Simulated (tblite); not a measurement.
C₆H₁₀N₂OSi.
Structure used (GFN2-xTB), in Å, numbered top down from 1:
```
atom  x, y, z in Å
C1    -4.120    0.000   -0.427
N2    -2.768   -0.486   -0.502
Si3   -1.425    0.482   -0.070
O4    -0.229   -0.634   -0.289
C5     1.047   -0.313   -0.153
C6     2.032   -1.286   -0.357
C7     3.353   -0.920   -0.205
C8     3.657    0.391    0.140
C9     2.609    1.274    0.316
N10    1.337    0.936    0.175
H11   -4.557   -0.123    0.571
H12   -4.754   -0.521   -1.147
H13   -4.120    1.060   -0.665
H14   -2.709   -1.484   -0.365
H15   -1.377    0.973    1.311
H16   -1.317    1.574   -1.030
H17    1.739   -2.288   -0.626
H18    4.139   -1.646   -0.352
H19    4.678    0.713    0.268
H20    2.780    2.309    0.584
```

Computed values, GFN2-xTB/tblite, gas phase, harmonic and unscaled. This tight-binding method is rough: wavenumbers can miss measured ones by several per cent, in bad cases by 10 to 20. Modes of hydrogen on silicon can be 10 to 20 % off. One conformer, not necessarily the lowest.

Harmonic wavenumbers (cm⁻¹): 50.2, 58.4, 70.9, 109.5, 140.6, 169.4, 215.0, 271.2, 381.3, 384.4, 471.5, 487.5, 560.7, 567.4, 595.1, 617.6, 707.5, 762.6, 773.3, 776.1, 816.3, 838.2, 875.9, 911.8, 912.8, 930.5, 1014.1, 1062.0, 1084.7, 1112.9, 1124.9, 1158.2, 1172.1, 1240.0, 1289.3, 1311.3, 1356.7, 1421.0, 1424.0, 1450.6, 1494.8, 1504.7, 1563.7, 1595.1, 2214.9, 2292.2, 2907.2, 2973.7, 3041.5, 3056.6, 3073.9, 3101.7, 3106.6, 3443.5.

A = 4466, B = 528.6, C = 476.9 MHz; mass 154.056 u (most abundant isotopes); point group C1, symmetry number 1.

Task: Zero-point energy?

Result: Half the sum of the wavenumbers: 33024 cm⁻¹ = 94.42 kcal/mol.

Task: Give the ideal-gas entropy at 298.15 K and 1 bar in the rigid-rotor, harmonic-oscillator model (classical rotation).

Result: Translation 41.03, rotation 30.04, vibration 33.49: S = 104.6 cal/(mol K).

Task: And Cp and H(298.15 K) − H(0)?

Result: Cp = 42.21 cal/(mol K), of which vibrations give 34.26 (their classical limit is 54 R = 107.3); H(298.15 K) − H(0) = 7.52 kcal/mol without the zero-point energy, 5.15 from vibrations.

Task: How do the functions run with temperature in this model?

Result: 
```json
{"T (K)": "50", "S (cal/(mol K))": "61.0", "Cp (cal/(mol K))": "14.7", "H − H(0) (kcal/mol)": "0.54", "G − H(0) (kcal/mol)": "-2.51", "ln q(vib)": "0.69"}
{"T (K)": "100", "S (cal/(mol K))": "73.0", "Cp (cal/(mol K))": "20.3", "H − H(0) (kcal/mol)": "1.42", "G − H(0) (kcal/mol)": "-5.88", "ln q(vib)": "2.22"}
{"T (K)": "373.15", "S (cal/(mol K))": "115.0", "Cp (cal/(mol K))": "50.7", "H − H(0) (kcal/mol)": "11.01", "G − H(0) (kcal/mol)": "-31.88", "ln q(vib)": "10.34"}
{"T (K)": "500", "S (cal/(mol K))": "131.5", "Cp (cal/(mol K))": "62.7", "H − H(0) (kcal/mol)": "18.23", "G − H(0) (kcal/mol)": "-47.53", "ln q(vib)": "14.01"}
{"T (K)": "750", "S (cal/(mol K))": "160.3", "Cp (cal/(mol K))": "78.9", "H − H(0) (kcal/mol)": "36.11", "G − H(0) (kcal/mol)": "-84.12", "ln q(vib)": "20.99"}
{"T (K)": "1000", "S (cal/(mol K))": "184.5", "Cp (cal/(mol K))": "89.1", "H − H(0) (kcal/mol)": "57.21", "G − H(0) (kcal/mol)": "-127.30", "ln q(vib)": "27.46"}
```

q(vib) and H(0) count from the zero-point level.

Task: Blend soft modes into free rotors: weight 1/[1 + (100 cm⁻¹/ν̃)⁴] for the oscillator and the rest for a rotor with moment μB/(μ + B), μ = h/(8π²ν), B = 10⁻⁴⁴ kg m². What vibrational entropy results?

Result: 30.29 cal/(mol K) in place of 33.49, which changes −T·S at 298.15 K by +0.95 kcal/mol.

Hindered rotation and anharmonicity are outside this model. Other conformers, if any are populated, would add a mixing term that is left out. The structure is chiral; the term R ln 2 for an equal mix with its mirror image is left out.

On an Arm Neoverse N1 with one thread (shared host), this took 1.6 s wall. The figure is for the frequency step alone.
